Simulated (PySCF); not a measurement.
# Computed properties of Mg(H)(SH) (H2MgS), SMILES [MgH][SH]

Mg(H)(SH) (H2MgS), SMILES [MgH][SH]. The structure is a stationary point at B3LYP-D3(BJ)/def2-TZVP. One conformer was computed; it need not be the lowest. All values are computed for the isolated molecule unless a solvent is named; none is compared with measurement here.

**Structure.** The optimised structure has Cs symmetry. All 6 harmonic modes at B3LYP-D3(BJ)/def2-TZVP (PySCF) are real, so it is a minimum.

**Vibrations.** The strongest infrared lines (harmonic, unscaled, degenerate partners summed) lie at 292 cm⁻¹ (229 km/mol, H 91 %, Mg 9 %), 317 cm⁻¹ (219 km/mol, H 88 %, Mg 11 %), 1654 cm⁻¹ (213 km/mol, H 96 %). The softest mode is at 292 cm⁻¹ and the zero-point energy is 8.4 kcal/mol.

**Electronic structure.** B3LYP/def2-TZVPD (PySCF) places the frontier levels at -6.85 and -1.22 eV, a gap of 5.63 eV, and gives a dipole moment of 1.21 D and a mean polarisability of 54.2 bohr³. PBE/def2-TZVPD (PySCF) at the same geometry gives -5.93 and -1.63 eV, so its gap is 1.33 eV narrower. An orbital gap is neither the optical nor the fundamental gap.

**Excitations.** TDA-B3LYP/def2-TZVPD (PySCF) has S1 at 4.64 eV (267 nm, f = 0.058, bright); the most intense of the 10 singlets computed lies at 5.99 eV (f = 0.42). T1 (TDA) is at 4.34 eV, 0.30 eV under S1. No vertical singlet excitation falls in the visible range (under 3.1 eV).

**NMR.** GIAO shifts at B3LYP/pcSseg-2 (PySCF) (non-relativistic, atoms alike by connectivity averaged): ¹H from -1.0 to 4.9 ppm against TMS.
